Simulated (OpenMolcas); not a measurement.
## Computed transition rates of Kr4+

```yaml
Program: OpenMolcas
Method: CASSCF
Basis: ANO-RCC-VTZP [6s5p3d1f]
Scalar_Hamiltonian: DKH2, point nucleus
Active_space: 4 electrons in 8 orbitals (4s 4p 5s 5p)
State_averaging: 2S+1 = 3 even, 3 roots; 2S+1 = 1 even, 11 roots; 2S+1 = 5 odd, 1 root; 2S+1 = 3 odd, 9 roots; 2S+1 = 1 odd, 8 roots
Spin-orbit_coupling: RASSI with atomic mean-field integrals over the reference wave functions, term energies averaged over their components
```

Rates come from the transition moments of the reference wave functions (E1 and E2 in the length form). At fixed line strength A goes as λ^-3 for E1 and M1 and as λ^-5 for E2, so a rate at the computed wavelength can be rescaled to the measured one. Measured vacuum wavelengths follow from level energies in Saloman, J. Phys. Chem. Ref. Data 36, 215 (2007). Branching counts decays inside the model space alone, at computed energies, and the table is only a selection of the E2 and M1 lines, drawn from those between levels with measured partners whose computed energy lies within a factor of 1.5 of the measured one.

| Upper | Lower | Type | λ computed (nm) | λ measured (nm) | A computed (s-1) | A rescaled (s-1) | Branching % |
| --- | --- | --- | --- | --- | --- | --- | --- |
| 4s2 4p2 1S0 | 4s2 4p2 3P1 | M1 | 295.6 | 282 | 6.24e+01 |  | 96.9 |
| 4s2 4p2 1D2 | 4s2 4p2 3P2 | M1 | 677.7 | 824.6 | 5.84e+00 |  | 58.8 |
| 4s2 4p2 1D2 | 4s2 4p2 3P1 | M1 | 540.4 | 625.8 | 4.03e+00 |  | 40.6 |
| 4s2 4p2 1S0 | 4s2 4p2 1D2 | E2 | 652.6 | 513.3 | 1.30e+00 | 4.32e+00 | 2.0 |
| 4s2 4p2 1S0 | 4s2 4p2 3P2 | E2 | 332.4 | 316.4 | 6.83e-01 |  | 1.1 |
| 4s2 4p2 3P2 | 4s2 4p2 3P1 | M1 | 2668 | 2596 | 6.80e-01 | 7.38e-01 | 99.8 |
| 4s2 4p2 3P1 | 4s2 4p2 3P0 | M1 | 3006 | 2672 | 6.46e-01 | 9.20e-01 | 100.0 |

Spin-changing lines and M1 lines between different terms are not rescaled, since their strength hangs on the term gaps too.

The largest correction is for 4s2 4p2 1S0 → 4s2 4p2 1D2 (E2): 1.30e+00 × (652.6 / 513.3)^5 = 4.32e+00 s-1, a factor of 3.32.

No measured rate stands beside these. Rescaling mends the energy factor alone: line strengths can still be far off where a level mixes with configurations outside the active space, and weak or spin-changing lines hang on small mixing coefficients that depend on the term gaps too, so rescaling need not improve them.

Active for correlation alone: 5p 5s; no level in the range computed is led by a configuration that fills them, so any true level of that kind is missing. Computed and measured levels are paired by configuration, term and J; levels that our copy of the source lacks, or whose pairing is in doubt (as where it misses far off the trend of its configuration), stay unpaired. Levels of configurations outside the active space are missing.
